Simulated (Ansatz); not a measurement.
Pulling on the Si1–H2 bond in HISi (SMILES [SiH]I) (multiplicity 1 held, fragments rigid). Energies count from the point at 1.522 Å.
Geometry at that point (charge 0, multiplicity 1):
```xyz
3

Si    -1.121    -0.933     1.278
H     -2.094    -1.386     0.198
I      0.336     0.273    -0.341
```

Signs of static correlation in def2-SVP, with CASSCF(2,2), from Ansatz (an electronic-structure program) runs.

| R (Å) | T1 of restricted CCSD | ⟨S²⟩ of UHF | largest double amplitude of restricted CCSD | weight of the CASSCF reference in MRCISD | CASSCF natural occupations |
|---|---|---|---|---|---|
| 1.218 | 0.018 | 0.311 | 0.073 | 0.898 | 1.99 0.01 |
| 1.370 | 0.019 | 0.271 | 0.068 | 0.898 | 1.99 0.01 |
| 1.522 | 0.019 | 0.231 | 0.063 | 0.898 | 1.98 0.02 |
| 1.675 | 0.019 | 0.191 | 0.057 | 0.898 | 1.97 0.03 |
| 1.827 | 0.020 | 0.152 | 0.059 | 0.898 | 1.95 0.05 |
| 2.055 | 0.022 | 0.098 | 0.087 | 0.897 | 1.92 0.08 |
| 2.284 | 0.025 | 0.474 | 0.175 | 0.897 | 1.86 0.14 |
| 2.664 | ? | 0.821 | 0.311 | 0.897 | 1.72 0.28 |
| 3.045 | 0.055 | 0.943 | 0.460 | 0.897 | 1.53 0.47 |
| 3.502 | ? | 0.993 | 0.645 | 0.897 | 1.33 0.67 |
| 4.111 | 0.098 | 1.011 | 0.842 | 0.897 | 1.15 0.85 |
| 4.872 | 0.107 | 1.015 | 0.973 | 0.897 | 1.05 0.95 |

Problem. Some entries are withheld; supply them.

Solution. 
- 2.664, T1 of restricted CCSD: 0.037
- 3.502, T1 of restricted CCSD: 0.077

Doubts at one or more of the structures used: a restricted determinant that unrestricted orbitals would lower (R-CCSD(T)/def2-SVP); other coupled-cluster roots lie near (R-CCSD(T)/def2-SVP); T1 above 0.05 (R-CCSD(T)/def2-SVP, U-CCSD(T)/def2-SVP); a spin-contaminated determinant (U-CCSD(T)/def2-SVP).
